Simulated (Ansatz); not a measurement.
# Ligand exchange: GeH2(CH3)2 + HI → GeH2(CH3)I + CH4

Species: GeH2(CH3)2, singlet; HI (hydrogen iodide), singlet; GeH2(CH3)I, singlet; CH4 (methane) `C`, singlet. The partners trade CH3 for I: Ge–CH3 and H–I bonds give way to Ge–I and H–CH3.

Shapes, held fixed at every level: PBE0-D4/def2-TZVP. Programs: Ansatz 0.2.0. The zero-point and thermal change to 298 K, harmonic and unscaled (PBE0-D4/def2-TZVP), is +10.1 kJ/mol.

```json
{"level": "SPW92/def2-TZVPP", "kind": "LDA", "ΔH(298 K) (kJ/mol)": "-92.5", "less CCSD(T)/def2-TZVPP": "-0.2"}
{"level": "BHLYP-D4/def2-TZVPP", "kind": "global hybrid", "ΔH(298 K) (kJ/mol)": "-108.9", "less CCSD(T)/def2-TZVPP": "-16.6"}
{"level": "PBE0-D4/def2-TZVPP", "kind": "global hybrid", "ΔH(298 K) (kJ/mol)": "-103.1", "less CCSD(T)/def2-TZVPP": "-10.8"}
{"level": "r2SCAN0-D4/def2-TZVPP", "kind": "global hybrid", "ΔH(298 K) (kJ/mol)": "-105.2", "less CCSD(T)/def2-TZVPP": "-12.9"}
{"level": "B2PLYP/def2-TZVPP", "kind": "double hybrid", "ΔH(298 K) (kJ/mol)": "-101.3", "less CCSD(T)/def2-TZVPP": "-9.0"}
{"level": "MP2/def2-SVP", "kind": "perturbation theory", "ΔH(298 K) (kJ/mol)": "-102.1", "less CCSD(T)/def2-TZVPP": "-9.8"}
{"level": "CCSD/def2-TZVPP", "kind": "coupled cluster or CI", "ΔH(298 K) (kJ/mol)": "-92.5", "less CCSD(T)/def2-TZVPP": "-0.2"}
{"level": "CCSD(T)/def2-TZVPP", "kind": "coupled cluster or CI", "ΔH(298 K) (kJ/mol)": "-92.3", "less CCSD(T)/def2-TZVPP": "0.0"}
```

The highest level, CCSD(T)/def2-TZVPP, gives ΔH(298 K) = -92.3 kJ/mol; the levels span -108.9 to -92.3. The column of differences is taken from that level and isn't an error. No measured value is set beside it here. For atoms past krypton def2 sets carry core potentials with scalar relativity. Relativity is left out for Ge. Outer-core shells of Ge, I are correlated in most correlated rows, in sets that cover them unevenly.
